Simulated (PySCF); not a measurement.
A PySCF script (with the pyscf-properties extension) for the NMR shieldings of `C1CN([SiH2]C)CC1`, C5H13NSi, on a GFN2-xTB geometry:

```python
import basis_set_exchange as bse
import numpy as np
from pyscf import gto, dft
from pyscf.prop import nmr

atoms = """
C     2.856678    0.502280   -0.162747
Si    1.656837   -0.961143   -0.085563
N     0.064407   -0.339604   -0.175594
C    -1.093173   -1.173436   -0.407877
C    -2.206117   -0.177526   -0.712200
C    -1.895244    0.939832    0.280459
C    -0.362875    0.963464    0.313371
H     2.691204    1.111762   -1.045815
H     2.765386    1.147186    0.705962
H     3.879744    0.143432   -0.197433
H     1.813944   -1.854827   -1.239974
H     1.938941   -1.731113    1.145861
H    -0.895704   -1.868586   -1.224964
H    -1.348511   -1.763843    0.484995
H    -2.106713    0.188436   -1.734455
H    -3.200369   -0.599371   -0.580013
H    -2.290088    0.679661    1.263682
H    -2.314142    1.899212   -0.017398
H     0.008786    1.161266    1.323832
H     0.031860    1.743598   -0.346863
"""
names = dict.fromkeys(["C", "Si", "N", "H"], "pcSseg-1")
basis = {el: gto.basis.parse(bse.get_basis(n, elements=[el], fmt="nwchem")) for el, n in names.items()}
mol = gto.M(atom=atoms, basis=basis, charge=0, verbose=0)
mf = dft.RKS(mol, xc="PBE0")
mf.grids.level = 2
mf.grids.alignment = dft.numint.BLKSIZE   # the property module wants whole blocks of grid points
mf.conv_tol = 1e-9
mf.kernel()

calc = nmr.RKS(mf)   # GIAO
C = mf.mo_coeff
Co = C[:, mf.mo_occ > 0]
resp = mf.gen_response(singlet=True, hermi=2)
def vind(x):   # induced exchange potential for any number of trial vectors
    d = np.einsum("pi,xij,qj->xpq", C, 2 * x.reshape(-1, C.shape[1], Co.shape[1]), Co, optimize=True)
    return np.einsum("xpq,pi,qj->xij", resp(d - d.transpose(0, 2, 1)), C, Co, optimize=True).ravel()
mo1, _ = nmr.rhf.solve_mo1(calc, with_cphf=vind)
sigma = calc.kernel(mo1)
for i, s in enumerate(sigma):   # ppm
    print("%2d %-2s %9.2f" % (i, mol.atom_pure_symbol(i), np.trace(s) / 3))
```

Question: What are the results?

Answer: 
```
 0 C     192.23
 1 Si    386.63
 2 N     238.51
 3 C     133.79
 4 C     155.57
 5 C     156.94
 6 C     137.97
 7 H      31.34
 8 H      31.26
 9 H      31.74
10 H      26.89
11 H      26.77
12 H      28.52
13 H      28.79
14 H      30.00
15 H      29.96
16 H      29.97
17 H      29.78
18 H      28.68
19 H      28.52
```

These numbers come from an equivalent density-fitted implementation of the same equations, which agrees with the script to about 0.01 ppm for H and up to a few tenths of a ppm for heavy atoms, so last digits may differ.

Question: Turn these shieldings into chemical shifts. Shifts are taken against calculated references (same method and geometry level): ¹³C (σref 186.93), ²⁹Si (σref 349.16), ¹H (σref 31.72) against TMS; ¹⁵N (σref 267.73) against NH3.

Answer: Averaging equivalent atoms: C 3/6: 51.0; C 4/5: 30.7; C 0: -5.3; Si 1: -37.5; N 2: 29.2; H 10/11: 4.89; H 12/13/18/19: 3.09; H 14/15/16/17: 1.79; H 7/8/9: 0.27 ppm. Experimental scales use liquid or dissolved standards, which lie at an offset from isolated NH3 (liquid NH3: subtract about 20 ppm).

Size and cost of the density-fitted run: 191 basis functions, 45 s wall time on 1 thread of an Arm Neoverse V1, shared host; peak memory 0.85 GiB.
